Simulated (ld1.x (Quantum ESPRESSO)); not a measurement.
How hard is this hafnium (Hf) TM potential?

ld1.x (Quantum ESPRESSO) 7.5 input, shortened:

```
&input
   title='Hf', zed=72., rel=1, dft='PZ', iswitch=3,
   config='[Xe] 4f14 5d1 6s0 6p0'
 /
 &inputp
   pseudotype=2, tm=.true., lloc=2,
   nlcc=.true., rcore=2.60
 /
3
6S  1  0   0.00   0.00  2.50  2.50  0.0
6P  2  1   0.00   0.00  2.85  2.85  0.0
5D  3  2   1.00   0.00  2.60  2.60  0.0
 &test
   configts(1)='5d1 6s0 6p0'
 /
```

The pseudo-atom Hamiltonian at the reference potential is diagonalised in spherical Bessel functions j_l(qr) that vanish at 20 bohr, with q² up to the cutoff. All-electron valence levels (Ry): 6s -1.9198, 6p -1.4146, 5d -2.0157.

Problem. How do the lowest levels (Ry) of each channel move with the cutoff, and are there ghosts?

Solution.

| cutoff (Ry) | s #1 | s #2 | p #1 | p #2 | p #3 | d #1 | f #1 | Σ f·Δε (mRy) |
| --- | --- | --- | --- | --- | --- | --- | --- | --- |
| 8 | -3.1354 | -1.9095 | -1.4141 | -0.7138 | -0.5148 | -1.7649 | -0.6948 | 250.8 |
| 10 | -3.6195 | -1.9140 | -1.4143 | -0.9173 | -0.6647 | -1.8588 | -0.7005 | 156.9 |
| 12 | -3.9171 | -1.9174 | -1.4143 | -1.2238 | -0.6767 | -1.9275 | -0.7046 | 88.2 |
| 15 | -4.0693 | -1.9190 | -1.4797 | -1.4142 | -0.6799 | -1.9719 | -0.7085 | 43.8 |
| 18 | -4.1438 | -1.9195 | -1.5435 | -1.4142 | -0.6809 | -2.0043 | -0.7099 | 11.5 |
| 21 | -4.1520 | -1.9195 | -1.5664 | -1.4143 | -0.6815 | -2.0121 | -0.7107 | 3.6 |
| 25 | -4.1527 | -1.9196 | -1.5742 | -1.4145 | -0.6819 | -2.0148 | -0.7111 | 0.9 |
| 30 | -4.1531 | -1.9198 | -1.5751 | -1.4145 | -0.6819 | -2.0156 | -0.7112 | 0.1 |
| 35 | -4.1538 | -1.9198 | -1.5752 | -1.4146 | -0.6819 | -2.0156 | -0.7112 | 0.1 |
| 400 | -4.1542 | -1.9198 | -1.5755 | -1.4146 | -0.6819 | -2.0157 | -0.7112 | 0.0 |

Result: ghost states, extra bound levels that the all-electron valence spectrum of the same l lacks: s at -56.5 eV, p at -21.4 eV (a true bound ghost makes a file unfit for plane-wave use); 10 mRy is reached at 21 Ry and 1 mRy at 25 Ry.

2 of 9 tests not solved or not reliable.
